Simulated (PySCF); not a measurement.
B3LYP has the VWN-RPA correlation part, as in Gaussian. 

Cartesian coordinates (Å):
```xyz
9

O     -1.7661     0.6965     0.3868
Si    -0.7458    -0.4987    -0.1456
Si     1.4324     0.3424     0.0399
H     -2.7113     0.5266     0.3823
H     -0.9008    -1.7365     0.6654
H     -1.0458    -0.8715    -1.5545
H      1.7481     0.6801     1.4487
H      1.6014     1.5550    -0.7966
H      2.3880    -0.6939    -0.4264
```
Charge 0, spin multiplicity 1.

### Question
Estimate the HOMO–LUMO gap, total energy, LUMO, HOMO and dipole moment that B3LYP-D3(BJ)/def2-TZVP run with PySCF 2.14.0 returns for this input.

### Answer

```json
{
  "HOMO–LUMO gap": "7.34 eV",
  "total_energy": "-657.9593 Ha",
  "LUMO": "-0.60 eV",
  "HOMO": "-7.95 eV",
  "dipole_moment": "1.33 D"
}
```
